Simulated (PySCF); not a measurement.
Cd: excitation energy

Cd [Kr] 4d10 5s2 (1S) → Cd [Kr] 4d10 5s1 5p1 (3P), as a difference of total energies. All numbers are calculated (PySCF 2.14, a scalar-relativistic core potential, in cc-pwCVTZ-PP with ECP28MDF). Correlated levels: valence: 4s2 4p6 frozen. The calculations carry no spin-orbit coupling.

```csv
method,excitation energy (cm⁻¹)
UHF,20198
MP2 (valence),30480
SCS-MP2 (valence),30867
CCSD (valence),29410
CCSD(T) (valence),30256
```

Errors of the correlated levels include the incompleteness of this basis and the frozen core.

The basis was made for the ground configuration and has no added diffuse functions, so the excitation energy can come out too high.

Which method comes closest to the reference value, and which is furthest?

The reference is 31246 cm⁻¹ (measured; NIST levels, between the centres of gravity of the two terms). Closest: SCS-MP2 (valence) (error -379.47 cm⁻¹); furthest: UHF (error -11048 cm⁻¹).
